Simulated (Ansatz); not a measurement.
Program: Ansatz 0.2.0.

A structure relaxed at PBE0-D4/def2-TZVP, charge 0, multiplicity 1:

Cartesian coordinates in Å:
```
C 0.898 -1.542 2.004
O -0.182 -0.911 1.321
C 0.155 -0.197 0.246
O 1.292 -0.100 -0.150
C -1.034 0.468 -0.384
C -0.711 1.031 -1.758
O 0.271 2.032 -1.711
H 1.618 -0.800 2.351
H 0.451 -2.064 2.847
H 1.408 -2.247 1.345
H -1.859 -0.248 -0.426
H -1.352 1.274 0.286
H -0.412 0.211 -2.427
H -1.610 1.486 -2.179
H 1.066 1.608 -1.365
```

(1) Give its formula and SMILES.

(2) Point group (tolerance 0.08 Å, 0.16 Å for H)?

(3) Summarise the bond lengths by kind.

Answers

(1) C4H8O3, `COC(=O)CCO`.

(2) C1.

(3) 4 × C–O 1.207 to 1.426 Å; 7 × C–H 1.087 to 1.099 Å; 2 × C–C 1.501 to 1.519 Å; 1 × H–O 0.965 Å.
